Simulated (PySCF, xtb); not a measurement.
5-methylidene-1,3-dioxolan-4-one (C4H4O3), SMILES O1C(=C)C(=O)OC1. Other conformers were not sampled.

Harmonic wavenumbers (cm⁻¹) from GFN2-xTB (xtb 6.7.1) at its own minimum, in rising order: 134, 174, 265, 361, 510, 623, 671, 740, 749, 803, 864, 914, 1013, 1070, 1071, 1084, 1149, 1242, 1310, 1353, 1479, 1701, 1827, 2868, 2906, 3134, 3178.

Question: What does PySCF with TPSSh-D3(BJ)/def2-SVP give at its own minimum? (An estimate is asked for; the answer gives what the named calculation found.)

Answer: 100, 161, 290, 393, 533, 638, 710, 758, 781, 796, 868, 912, 1024, 1106, 1134, 1141, 1207, 1336, 1398, 1444, 1541, 1739, 1903, 3047, 3109, 3179, 3292. Paired by order, the mean absolute difference is 54 cm⁻¹ and the zero-point energies are 47.5 and 49.4 kcal/mol.
